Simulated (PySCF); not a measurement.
EPR parameters of C5H11OSi

C₅H₁₁OSi (doublet state).
Numbering: `[CH3:1][Si:2]1[CH2:3][CH2:4][O:5][CH2:6][CH2:7]1` (hydrogens: H8, H9, H10 on C1; H11, H12 on C3; H13, H14 on C4; H15, H16 on C6; H17, H18 on C7)

Structure used (GFN2-xTB), in Å, numbered top down from 1:
```xyz
18
C5H11OSi angstrom
C      2.108   -0.309   -0.963
Si     0.999   -0.751    0.529
C     -0.632   -1.567   -0.051
C     -1.575   -0.468   -0.548
O     -1.834    0.534    0.405
C     -0.767    1.426    0.614
C      0.391    0.830    1.420
H      3.010    0.205   -0.645
H      2.414   -1.200   -1.504
H      1.589    0.341   -1.666
H     -1.121   -2.096    0.768
H     -0.475   -2.286   -0.855
H     -2.556   -0.891   -0.788
H     -1.166   -0.011   -1.464
H     -1.206    2.272    1.153
H     -0.395    1.794   -0.357
H      0.031    0.603    2.423
H      1.175    1.580    1.517
```

The hyperfine couplings belong to this conformer and change with its torsions.

Theory: PySCF 2.14.0, UKS B3LYP, pcH-1 on C H O Si, non-relativistic, mean-field spin-orbit, GIAO. One conformer (not necessarily the lowest) at the GFN2-xTB geometry, without solvent, vibrations or thermal averaging. Couplings are sensitive to structure, and on GFN2-xTB geometries they can be far from those on DFT ones, by a factor of two or more for some ions and for spin on atoms past the first row. The SCF solution wasn't tested for stability.

```
g1, g2, g3        : 2.00213, 2.00410, 2.00442
g_iso             : 2.00355
Form of g         : close to axial: the two nearest values differ by 14 % of g3 − g1
⟨S²⟩              : 0.7513 (exact 0.7500)
α and β electrons : 32, 31
Total energy      : -561.86640 Eh
```

Isotropic coupling and dipolar principal values T1 to T3, in MHz:

```tsv
atom	isotope	a_iso	of which spin–orbit	T1	T2	T3	Mulliken spin population
C1	13C	35.0	0.0	-4.5	-4.4	8.9	0.00
Si2	29Si	-500.2	0.9	-162.9	81.1	81.8	0.93
C3	13C	20.1	0.0	-5.1	-4.8	9.9	0.00
C4	13C	14.6	0.0	-3.0	-2.8	5.8	0.01
O5	17O	-7.0	0.0	-2.2	1.0	1.2	0.01
C6	13C	14.6	0.0	-3.0	-2.8	5.8	0.01
C7	13C	20.1	0.0	-5.1	-4.8	9.9	0.00
H8	1H	1.0	0.0	-4.5	-2.5	6.9	0.00
H9	1H	1.1	0.0	-4.5	-2.5	6.9	0.00
H10	1H	56.6	0.0	-4.1	0.0	4.0	0.02
H11	1H	4.5	0.0	-4.5	-2.4	6.9	0.00
H12	1H	-2.7	0.0	-4.1	-1.8	5.9	0.00
H13	1H	16.9	0.0	-2.0	-0.7	2.8	0.01
H14	1H	-1.4	0.0	-2.4	-0.8	3.2	0.00
H15	1H	16.9	0.0	-2.0	-0.7	2.8	0.01
H16	1H	-1.4	0.0	-2.4	-0.8	3.2	0.00
H17	1H	4.5	0.0	-4.5	-2.4	6.9	0.00
H18	1H	-2.7	0.0	-4.1	-1.8	5.9	0.00
```

The largest Mulliken spin population is on Si2 (+0.93). The angles at Si2 add up to 324.7°, so it is pyramidal.

Axes: g3 points within 13° of the C1–Si2 bond.

Under fast tumbling the dipolar parts average out, and these isotropic splittings remain: 3 × 1H (H8/H9/H10, I = 1/2, 4 lines) with 0.70 mT, 4 × 1H (H13/H14/H15/H16, I = 1/2, 5 lines) with 0.28 mT and 4 × 1H (H11/H12/H17/H18, I = 1/2, 5 lines) with 0.03 mT.

Means are taken over nuclei equivalent by connectivity, which assumes that they swap fast. The three 1H nuclei of mean +19.6 MHz run from 1.0 to 56.6 MHz in the frozen geometry. The 1H value of +7.7 MHz is a mean of couplings from -1.4 to 16.9 MHz in this one geometry, not an average over conformers. The 1H value of +0.9 MHz is a mean of couplings from -2.7 to 4.5 MHz in this one geometry, not an average over conformers.

The 13C coupling of C1 (35.0 MHz) shows only in satellite lines or after enrichment, since that isotope makes up about 1.07 % of natural carbon.

The 29Si coupling of Si2 (-500.2 MHz) shows only in satellite lines or after enrichment, since that isotope makes up about 4.7 % of natural silicon.

Time: 95 s wall (grids of density and orbitals included); peak memory 1.1 GiB. Hardware: one thread, Arm Neoverse V2 (aarch64), no GPU, on a shared host.
